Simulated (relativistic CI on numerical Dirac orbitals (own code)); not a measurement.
## How well does a small relativistic CI reproduce Mo?

Method of calculation: Dirac-Coulomb-Breit CI, KLI orbitals optimised for each configuration, model QED, valence Slater integrals scaled by 0.85, P86 correlation estimate, and configurations built on the next ion tied to the tabulated ionisation energy (semi-empirical) (own radial code, finite nucleus).

Configuration list (outside the closed core [Kr]): 4d5 5s, 4d4 5s2, 4d5 5p, 4d4 5s 5p, 4d6, 4d5 5d, 4d5 6s, 4d5 4f, 4d5 5f, 4d5 5g, 4d3 5s2 5p, 4d4 5s 4f, 4d3 5s 5p2, 4d5 6p, 4d4 5s 7s, 4d4 5p2, 4d4 5s 6s, 4d5 7s, 4d4 5s 7p, 4d4 5s 6d, 4d5 7p, 4d5 6d, 4d4 5s 5g, 4d3 5s 5p 5d. Levels of other configurations are missing.

| Configuration | Term (tabulated) | J | Measured (cm⁻¹) | Computed | Error | Purity (%) |
| --- | --- | --- | --- | --- | --- | --- |
| 4d5 5s | a 7S | 3 | 0.0 | 0 | 0 | 99 |
| 4d5 5s | a 5S | 2 | 10768.3 | 12434 | 1665 | 69 |
| 4d4 5s2 | a 5D | 0 | 10965.9 | 11912 | 946 | 78 |
| 4d5 5s | a 5G | 2 | 16641.1 | 18035 | 1394 | 97 |
| 4d4 5s 5p | z 7D° | 1 | 30846.6 | 27885 | -2962 | 91 |

Measured levels from NIST Handbook of Basic Atomic Spectroscopic Data (Sansonetti and Martin, J. Phys. Chem. Ref. Data 34, 1559 (2005)); pairs were made by configuration, J and term (by order where the table uses no LS term), so strongly mixed levels may be paired wrongly.

Mean error by configuration (cm⁻¹): 4d5 5s 1529; 4d4 5s2 946; 4d4 5s 5p -2962. Over the excited levels the mean absolute error is 1742 cm⁻¹ (4 of the 10 excited levels that our extract of the source holds in range could be paired, and the others can miss by more), and the median relative error of those above 1,000 cm⁻¹ is 9.1 %. Some levels of the ground configuration have no partner.
